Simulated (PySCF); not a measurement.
# Nickel: a sound run and one with changed settings

Sound run: Ni [Ar] 3d8 4s2, Ni⁺ [Ar] 3d9. Calculation: PySCF 2.14, in aug-cc-pVDZ (7s6p4d2f, 59 functions); the non-relativistic Hamiltonian (point nucleus). In the sound run the correlated levels freeze [Ar]. The sound run starts from symmetry-adapted Hartree-Fock orbitals and uses a fine grid where one is needed.

Changed run: basis STO-3G. This setting is unsound on purpose.

```json
{"species": "Ni", "method": "UHF", "sound run (hartree)": "-1506.87637", "changed run (hartree)": "-1489.73018", "converged": "yes"}
{"species": "Ni", "method": "MN15", "sound run (hartree)": "-1508.46604", "changed run (hartree)": "-1488.81936", "converged": "yes"}
{"species": "Ni", "method": "M06-L", "sound run (hartree)": "-1508.23832", "changed run (hartree)": "-1490.80063", "converged": "yes"}
{"species": "Ni", "method": "MP2", "sound run (hartree)": "-1507.15846", "changed run (hartree)": "-1489.77778", "converged": "yes"}
{"species": "Ni⁺", "method": "UHF", "sound run (hartree)": "-1506.59446", "changed run (hartree)": "-1488.44114", "converged": "yes"}
{"species": "Ni⁺", "method": "MN15", "sound run (hartree)": "-1508.23326", "changed run (hartree)": "-1487.63517", "converged": "yes"}
{"species": "Ni⁺", "method": "M06-L", "sound run (hartree)": "-1507.96514", "changed run (hartree)": "-1489.59306", "converged": "yes"}
{"species": "Ni⁺", "method": "MP2", "sound run (hartree)": "-1506.91961", "changed run (hartree)": "-1488.43990", "converged": "yes"}
```

Ionisation energy of Ni:

```csv
method,sound run (eV),changed run (eV)
UHF,7.671,35.076
MN15,6.334,32.223
M06-L,7.434,32.860
MP2,6.500,36.405
SCS-MP2,6.733,36.656
```

A minimal basis cannot let orbitals breathe on ionisation and holds almost no correlation. A negative ionisation energy or a positive MP2 energy shows that the occupation asked for is not the lowest one in this basis.

For comparison, NIST gives 7.640 eV between the lowest levels.
